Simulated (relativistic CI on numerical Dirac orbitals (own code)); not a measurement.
## Inner-shell lines of Dy XXXIV

Calculated at this level of theory: Dirac-Coulomb-Breit CI, separate exchange-only KLI orbitals for each configuration, model QED, unscaled Slater integrals (own radial code, finite nucleus).

Configurations in the expansion (outside the closed core 1s2 2s2 3s2 3p6 3d10): 2p6 4s2 4p3, 2p5 4s2 4p3 4d, 2p5 4s2 4p3 5s, 2p5 4s2 4p3 5d, 2p6 4s 4p4, 2p5 4s 4p4 5s. Levels of other configurations are missing.

The table holds the strongest lines. The upper levels have an inner-shell vacancy. Auger decay, open to those above the ionisation limit, is not computed, and radiative decays to configurations outside the model are missing too. Absolute energies can be off by a few tenths of a per cent, so close lines can change order. LS names give the leading component, which can be well under half, for lower levels too. Brackets number the levels in order of energy.

| E (eV) | Upper | Lower | A (s⁻¹) | gA (s⁻¹) |
| --- | --- | --- | --- | --- |
| 7873.9 | 2p5 4s2 4p3 4d 2D_5/2 [34] | 2p6 4s2 4p3 2P°_3/2 [1] | 2.31e+14 | 1.38e+15 |
| 7874.2 | 2p5 4s2 4p3 4d 4P_5/2 [81] | 2p6 4s2 4p3 4S°_3/2 [2] | 9.96e+13 | 5.98e+14 |
| 7874.3 | 2p5 4s2 4p3 4d 2F_7/2 [91] | 2p6 4s2 4p3 2D°_5/2 [3] | 2.02e+14 | 1.61e+15 |
| 7877.0 | 2p5 4s2 4p3 4d 2D_5/2 [138] | 2p6 4s2 4p3 2P°_3/2 [5] | 2.44e+14 | 1.46e+15 |
| 7877.5 | 2p5 4s2 4p3 4d 2D_3/2 [108] | 2p6 4s2 4p3 2P°_1/2 [4] | 1.80e+14 | 7.21e+14 |
| 7877.9 | 2p5 4s2 4p3 4d 2D_3/2 [36] | 2p6 4s2 4p3 2P°_3/2 [1] | 1.27e+14 | 5.10e+14 |
| 7880.1 | 2p5 4s2 4p3 4d 2F_7/2 [103] | 2p6 4s2 4p3 2D°_5/2 [3] | 6.69e+13 | 5.35e+14 |
| 7880.5 | 2p5 4s2 4p3 4d 2D_3/2 [141] | 2p6 4s2 4p3 2P°_3/2 [5] | 2.15e+14 | 8.61e+14 |
| 7881.8 | 2p5 4s2 4p3 4d 4P_1/2 [39] | 2p6 4s2 4p3 2P°_3/2 [1] | 2.20e+14 | 4.40e+14 |
| 7886.4 | 2p5 4s2 4p3 4d 2D_5/2 [112] | 2p6 4s2 4p3 2D°_5/2 [3] | 1.04e+14 | 6.25e+14 |
| 8373.8 | 2p5 4s2 4p3 5d 2P_3/2 [202] | 2p6 4s2 4p3 2P°_3/2 [1] | 1.21e+14 | 4.84e+14 |
| 8374.4 | 2p5 4s2 4p3 5d 2F_7/2 [272] | 2p6 4s2 4p3 2D°_5/2 [3] | 6.54e+13 | 5.23e+14 |
| 8382.1 | 2p5 4s2 4p3 5d 2D_5/2 [351] | 2p6 4s2 4p3 2P°_3/2 [5] | 8.17e+13 | 4.90e+14 |
| 8652.0 | 2p5 4s2 4p3 4d 4D_3/2 [362] | 2p6 4s2 4p3 2P°_3/2 [1] | 1.53e+14 | 6.12e+14 |
| 8652.3 | 2p5 4s2 4p3 4d 2D_3/2 [379] | 2p6 4s2 4p3 4S°_3/2 [2] | 1.53e+14 | 6.12e+14 |
| 8652.4 | 2p5 4s2 4p3 4d 2D_5/2 [363] | 2p6 4s2 4p3 2P°_3/2 [1] | 1.67e+14 | 1.00e+15 |
| 8654.4 | 2p5 4s2 4p3 4d 2F_7/2 [386] | 2p6 4s2 4p3 2D°_5/2 [3] | 1.69e+14 | 1.35e+15 |
| 8665.9 | 2p5 4s2 4p3 4d 2P_3/2 [426] | 2p6 4s2 4p3 2P°_3/2 [5] | 1.47e+14 | 5.88e+14 |
| 8667.0 | 2p5 4s2 4p3 4d 2D_5/2 [427] | 2p6 4s2 4p3 2P°_3/2 [5] | 1.61e+14 | 9.68e+14 |
| 9163.7 | 2p5 4s2 4p3 5d 2D_5/2 [454] | 2p6 4s2 4p3 2P°_3/2 [1] | 7.27e+13 | 4.36e+14 |
